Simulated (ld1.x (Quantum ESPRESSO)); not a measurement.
# rhodium: excitation energies, all-electron against PAW

rhodium, PAW, made with ld1.x (Quantum ESPRESSO) 7.5 (PBE, scalar-relativistic). Core [Kr], reference 4d7 5s0 5p0 (charge +2). Waves: 5s (bound, empty): rcut 1.95, rcutus 2.20 bohr; 5s channel at -1.05 Ry: rcut 1.95, rcutus 2.20 bohr; 5p (bound, empty): rcut 1.80, rcutus 2.94 bohr; 5p channel at 1.15 Ry: rcut 1.80, rcutus 2.94 bohr; 4d (bound): rcut 1.25, rcutus 1.55 bohr; 4d channel at -1.2 Ry: rcut 1.25, rcutus 1.55 bohr. Local part: all-electron potential smoothed inside 1.20 bohr (lloc = -1). Core correction: Bessel-smoothed model core, default radius (core density twice the valence density). Augmentation charge: PSQ, inside the norm-conserving radii.

Energies are relative to the spin-unpolarised reference configuration 4d7 5s0 5p0; without spin polarisation the order of configurations can differ from experiment. Not all tests gave a result: test run stopped at test 5 of 7 (negative rho).

```csv
valence configuration,charge,ΔE all-electron (eV),error AE − PS (meV)
4d8 5s1 5p0,0,-26.971,-50
4d6 5s0 5p0,+3,32.505,-136
4d8.5 5s0.5 5p0,0,-27.602,-94
```

Question: What are ΔE and the potential's error for 4d8 5s0 5p0?

Answer: ΔE = -19.511 eV all-electron; the error (AE − PS) is -62 meV.

Levels in the configuration 4d6 5s0 5p0:

```
level  all-electron (eV)  pseudo (eV)
   4d            -39.511      -39.815
```

Note: ghost states, extra bound levels that the all-electron valence spectrum of the same l lacks: s at -213.7 eV, p at -107.2 eV. A true bound ghost makes a file unfit for plane-wave use.
